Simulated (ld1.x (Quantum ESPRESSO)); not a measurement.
Varying the TM potential for P

Base potential:

| Quantity | Value |
| --- | --- |
| Element | P (Z = 15) |
| Generator | ld1.x (Quantum ESPRESSO) 7.5 |
| Type | norm-conserving Troullier–Martins (Kleinman–Bylander form) |
| Functional | LDA (PZ) |
| Relativity | scalar-relativistic |
| Frozen core | [Ne] |
| Valence charge | 5 |
| Reference configuration | 3s2 3p3 |
| Partial waves | 3s (bound): rc 1.15 bohr; 3p (bound): rc 1.65 bohr |
| Local potential | all-electron potential smoothed inside 1.00 bohr (lloc = -1) |
| Core correction | a·sin(br)/r model core inside 1.05 bohr |

All-electron outer shells of the reference configuration (LDA (PZ), scalar-relativistic, ld1.x):

| shell | level (eV) | outermost node (bohr) | outermost maximum (bohr) |
| --- | --- | --- | --- |
| 2s | -173.14 | 0.14 | 0.42 |
| 2p | -124.52 | – | 0.35 |
| 3s | -14.02 | 0.66 | 1.56 |
| 3p | -5.60 | 0.64 | 1.83 |

Cutoffs, loose and tight: the cutoffs (Ry, on a coarse ladder) from which the occupation-weighted sum of valence levels, in a spherical-Bessel basis at the reference potential, stays within 10 and 1 mRy of its value at 400 Ry. They do not see the model core or the augmentation charge, which bear on the density cutoff. Test errors are all-electron minus pseudo excitation energies from the reference, over the configurations 3s2 3p2; 3s2 3p1; 3s2 3p0; 3s2 3p2.5; 3s1 3p0; 3s0 3p5; 3s1 3p4 (two spin-polarised tests are not counted in the largest error). A dash means not determined; rows that change the core or the reference have their own tests.

```csv
change,outcome,"cutoff, loose","cutoff, tight",bound ghosts,largest test error (meV)
base,generated,55 Ry,160 Ry,none,+768
core correction none,generated,55 Ry,160 Ry,none,+1502
core correction a·sin(br)/r model core inside 0.50 bohr,generated,55 Ry,160 Ry,none,+695
core correction a·sin(br)/r model core inside 0.66 bohr,generated,55 Ry,160 Ry,none,+701
core correction a·sin(br)/r model core inside 0.90 bohr,generated,55 Ry,160 Ry,none,+726
core correction a·sin(br)/r model core inside 1.04 bohr,generated,55 Ry,160 Ry,none,+763
core correction a·sin(br)/r model core inside 1.18 bohr,generated,55 Ry,160 Ry,none,+843
core correction a·sin(br)/r model core inside 1.36 bohr,generated,55 Ry,160 Ry,none,+1040
```
